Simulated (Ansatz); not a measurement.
`[F][Hf]([F])([F])[Br]` + H₂S → `[F][Hf]([F])([F])[SH]` + HBr at 500 K and 1 bar (ligand exchange at the Hf–Br bond).

Isolated molecules relaxed with PBE0-D4/def2-TZVP in Ansatz; ΔE leaves out vibrations. CCSD(T)/CBS is the MP2 limit (def2-TZVPP, def2-QZVPP) plus CCSD(T) − MP2 in def2-TZVPP, frozen cores. This one scheme is used for every species. def2 core potentials past Kr. For Br, Hf outer-core shells are correlated without core-valence functions, which leaves a few kJ/mol of doubt a bond. Scalar relativity is left out up to krypton. Each species was taken in one conformer, which may not be the lowest.

```json
{"species": "`[F][Hf]([F])([F])[Br]`", "CCSD(T)/CBS energy (Eh)": "-2920.92444", "H − E (kJ/mol)": "58.1", "S (J/(mol·K))": "413.4"}
{"species": "H₂S", "CCSD(T)/CBS energy (Eh)": "-398.97279", "H − E (kJ/mol)": "57.0", "S (J/(mol·K))": "224.0"}
{"species": "`[F][Hf]([F])([F])[SH]`", "CCSD(T)/CBS energy (Eh)": "-745.95117", "H − E (kJ/mol)": "83.4", "S (J/(mol·K))": "442.0"}
{"species": "HBr", "CCSD(T)/CBS energy (Eh)": "-2573.91920", "H − E (kJ/mol)": "30.5", "S (J/(mol·K))": "213.7"}
```

H − E and S are ideal-gas, rigid-rotor, harmonic terms from PBE0-D4/def2-TZVP, for one conformer and one mirror image of each species. 1 Eh = 2625.50 kJ/mol, R = 8.31446 J/(mol·K).

Problem. By hand: ΔE, ΔH, ΔS and ΔG.

Solution. ΔE = (-745.95117) + (-2573.91920) − (-2920.92444) − (-398.97279) = 0.02686 Eh = 70.5 kJ/mol. Δ(H − E) = 83.4 + 30.5 − 58.1 − 57.0 = -1.2, so ΔH = 69.3 kJ/mol. ΔS = 442.0 + 213.7 − 413.4 − 224.0 = 18.3 J/(mol·K). ΔG = 69.3 − 500 × (18.3)/1000 = 60.1 kJ/mol.

Problem. By hand: the equilibrium constant, and the temperature at which ΔG would vanish if ΔH and ΔS stayed fixed.

Solution. log₁₀ K = −ΔG/(RT ln 10) = -6.3. ΔG = 0 at ΔH/ΔS = 3787 K, far beyond where these terms or the molecules hold.

ΔH outweighs TΔS. A doubt of 5 kJ/mol in ΔE shifts log₁₀ K by 0.5 here. Other conformers and mirror images would add mixing entropy, several J/(mol·K) or more a flexible species. Modes under 60 cm⁻¹, often nearly free rotors, make the harmonic entropy too high. These are equilibria of isolated gas molecules and say nothing of rates. Largest T1 diagnostic: 0.016 (customary marks: 0.02 for closed shells, 0.045 for open ones).
